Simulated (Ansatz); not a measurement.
```yaml
crystal:
  periodic: [false, false, false]
  atoms:
    - {symbol: Ag, position_ang: [-0.203086, -1.565942, 0.063292]}
    - {symbol: Ag, position_ang: [1.258824, 0.894495, -0.335617]}
    - {symbol: Se, position_ang: [-1.055748, 0.671447, 0.272325]}
basis:
  gaussian: {orbitals: def2-mTZVP}
total_charge: 1
magnetization: {spin_polarized: true, initial_magnetization: 1}
hamiltonian: {xc: {name: SVWN5}}
scf: {omitted_lower_state_checks: [starts]}
```

```sh
$ ansatz run in.yaml --threads 4 --pin off --events-out ev --progress --plain --max-ram 3916MiB
```

Shortened log:

```
Functional definition: SVWN5
1076 factors; their error is unknown
mean field evaluation 1: about -73227.9229 eV, gradient 5.3e1 eV
mean field evaluation 2: about -73146.2695 eV, gradient 1.7e2 eV
mean field evaluation 4: about -73233.9450 eV, gradient 2.1e1 eV
mean field evaluation 8: about -73236.8303 eV, gradient 9.8e-2 eV
mean field evaluation 16: about -73236.7982 eV, gradient 4.3e-5 eV
mean field -73236.79821230 eV, -2691.4026926172 hartree, gradient 7.4e-6 eV, S^2 0.753131; 0 other end points of the search recorded, 0 dependent functions left out
reference -73236.79825444 eV, -2691.4026941659 hartree; 36, 35 occupied and 66, 67 virtual orbitals, 1076 factors
Total energy: -73236.79825444 eV, -2691.4026941659 hartree
Checks for a lower state left out: starts
```

Run time 1.1 s (4 threads of Arm Neoverse V2 on a shared host).

In the def2 sets Ag takes a core potential; there is no spin–orbit coupling.
